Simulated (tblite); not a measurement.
Start geometry of `COC[Si@H]1COC1=O` from a force field or distance geometry (Å):
```
atom  x, y, z in Å
C1     2.494    0.305   -0.147
O2     1.870   -0.913   -0.408
C3     0.643   -0.997    0.219
Si4   -0.535    0.308   -0.358
C5    -2.275   -0.225   -0.711
O6    -2.692    0.907    0.041
C7    -1.712    0.685    1.016
O8    -1.694    0.737    2.283
H9     1.907    1.153   -0.506
H10    2.650    0.413    0.944
H11    3.472    0.320   -0.679
H12    0.242   -2.047    0.112
H13    0.824   -0.856    1.318
H14   -0.029    1.439   -1.087
H15   -2.615   -1.162   -0.289
H16   -2.558   -0.060   -1.758
```

Q: What comes out of this run: GFN2-xTB geometry optimisation, gas phase (tblite)?

A: 
```
atom  x, y, z in Å
C1     2.426    0.388    0.409
O2     2.059   -0.529   -0.589
C3     0.788   -1.109   -0.379
Si4   -0.613    0.164   -0.687
C5    -2.431   -0.404   -0.340
O6    -2.597    0.564    0.714
C7    -1.399    1.180    0.782
O8    -1.112    2.051    1.550
H9     1.720    1.227    0.466
H10    2.474   -0.095    1.392
H11    3.412    0.760    0.139
H12    0.721   -1.918   -1.110
H13    0.738   -1.561    0.623
H14   -0.416    0.904   -1.931
H15   -2.606   -1.402    0.064
H16   -3.171   -0.212   -1.115
```

The energy falls by 146.2 kJ/mol over 151 L-BFGS steps, the largest force on an atom goes from 5.26 to 0.008 eV/Å, and the atoms move by 0.865 Å rms after alignment. The bond that changes most is Si4–C7 (SiH silicon to carbonyl carbon), which lengthens by 0.103 Å. Bonds longer at the end by more than 0.005 Å: 9 of 16; shorter: 7. Among the angles that change most is C3–Si4–C7, from 108.5° to 121.3°. Among the dihedrals that turn most is H12–C3–Si4–H14, from -140° to -69°. Rotational constants go from 3454, 1046, 922.1 to 2933, 1123, 875.8 MHz. The orientation of the end geometry is arbitrary; only internal coordinates are fixed.

Its GFN2-xTB frequencies are all real (lowest 34 cm⁻¹). One conformer, not necessarily the lowest.

All values are computed, not measured.
